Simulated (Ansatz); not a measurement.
Ru₂F₆, relaxed as a singlet with RKS PBE0-D4/def2-SVP in Ansatz, starting from the GFN2-xTB geometry. Force threshold 0.02 eV/Å.

In the def2 sets Ru takes a core potential; there is no spin–orbit coupling. The structure comes from a short search, and lower isomers may exist.

Start:

```xyz
8

Ru   -0.0658    0.6043    0.8661
Ru    0.1322   -0.8231   -0.9280
F     1.7111   -0.4846   -1.7298
F    -0.2695    1.2799    2.5752
F    -1.1845    1.7358    0.1690
F    -0.6286    0.3446   -2.2421
F     1.1426   -0.5201    1.5675
F    -0.8375   -2.1368   -0.2778
```

| step | energy (eV) | largest force component (eV/Å) | SCF passes |
| --- | --- | --- | --- |
| 1 | -21434.5382 | 2.704 | 49 |
| 2 | -21435.0447 | 1.312 | 59 |
| 3 | -21435.2189 | 1.830 | 52 |
| 4 | -21435.4053 | 0.964 | 46 |
| 5 | -21435.6486 | 0.752 | 52 |
| 6 | -21435.8317 | 0.645 | 49 |
| 7 | -21435.9650 | 0.607 | 45 |
| 8 | -21436.0770 | 0.271 | 44 |
| 9 | -21436.1473 | 0.469 | 45 |
| 10 | -21436.1965 | 0.450 | 43 |
| 11 | -21436.2318 | 0.432 | 43 |
| 12 | -21436.2622 | 0.635 | 43 |
| 13 | -21436.2903 | 0.764 | 43 |
| 14 | -21436.3310 | 0.309 | 39 |
| 15 | -21436.3511 | 0.370 | 37 |
| 16 | -21436.3635 | 0.206 | 38 |
| 17 | -21436.3687 | 0.118 | 38 |
| 18 | -21436.3750 | 0.289 | 38 |
| 19 | -21436.3792 | 0.332 | 38 |
| 20 | -21436.3888 | 0.320 | 38 |
| 21 | -21436.3971 | 0.196 | 38 |
| 22 | -21436.4174 | 0.261 | 38 |
| 23 | -21436.4697 | 0.451 | 37 |
| 24 | -21436.5113 | 0.441 | 38 |
| 25 | -21436.5738 | 0.154 | 36 |
| 26 | -21436.5749 | 0.123 | 30 |
| 27 | -21436.5777 | 0.060 | 34 |
| 28 | -21436.5783 | 0.006 | 30 |

Force components are those of the run's own axes.

End:

```
atom   x (Å)   y (Å)   z (Å)
 Ru1  -0.017   0.771   0.960
 Ru2   0.016  -0.770  -0.960
  F3   1.580  -0.202  -1.677
  F4  -1.580   0.203   1.680
  F5  -0.013   2.315   0.012
  F6  -1.533  -0.221  -1.721
  F7   1.534   0.218   1.717
  F8   0.013  -2.313  -0.010
```

By distances, no bond broke or formed. The bond that changes most is Ru1–Ru2, from 2.30 to 2.46 Å (atoms count from 1). The end is the same structure that another start reached.

No frequencies were taken in this run, so the end may be a saddle point.

It took 46 s on 4 threads of AMD EPYC 9R45 on a shared host.
